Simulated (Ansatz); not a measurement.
C$_{2}$H$_{7}$NOSi (`CN1[SiH2]C1O`). Total charge 0; spin multiplicity 1. Geometry: relaxed with PBE0-D4/def2-TZVP. It is one conformer, not always the lowest.

```xyz
12

C    -0.707   -1.295   -0.725
N    -0.142   -0.314    0.161
Si    1.317    0.207    0.882
C     0.049    1.076   -0.169
O    -0.954    1.974    0.192
H    -0.616   -2.289   -0.280
H    -0.209   -1.312   -1.703
H    -1.770   -1.096   -0.889
H     2.626   -0.200    0.306
H     1.357    0.234    2.365
H     0.316    1.293   -1.207
H    -1.267    1.722    1.067
```

Question: What is the dipole moment at PBE/def2-TZVPP? (Best estimate.)

Answer: Computed: 1.53 D, with components (0.38, -1.45, 0.33) D in this frame, pointing from negative to positive charge.

Question: And with r2SCAN, B3LYP, ωB97M-V? (Estimate.)

Answer: Computed: r2SCAN 1.61 D, B3LYP 1.72 D, ωB97M-V 1.78 D.

Question: Give the Mulliken charges with PBE, ωB97M-V, B3LYP in def2-TZVPP. (An estimate is asked.)

Answer: Computed: 
| atom | PBE | ωB97M-V | B3LYP |
| --- | --- | --- | --- |
| C1 | -0.19 | -0.24 | -0.17 |
| N2 | -0.23 | -0.31 | -0.31 |
| Si3 | 0.22 | 0.27 | 0.31 |
| C4 | 0.10 | 0.04 | 0.11 |
| O5 | -0.29 | -0.31 | -0.33 |
| H6 | 0.09 | 0.11 | 0.09 |
| H7 | 0.08 | 0.11 | 0.08 |
| H8 | 0.10 | 0.12 | 0.10 |
| H9 | -0.07 | -0.03 | -0.08 |
| H10 | -0.06 | -0.03 | -0.07 |
| H11 | 0.06 | 0.10 | 0.08 |
| H12 | 0.18 | 0.17 | 0.18 |

B3LYP here is the variant with VWN-RPA as its local correlation; programs differ in this.
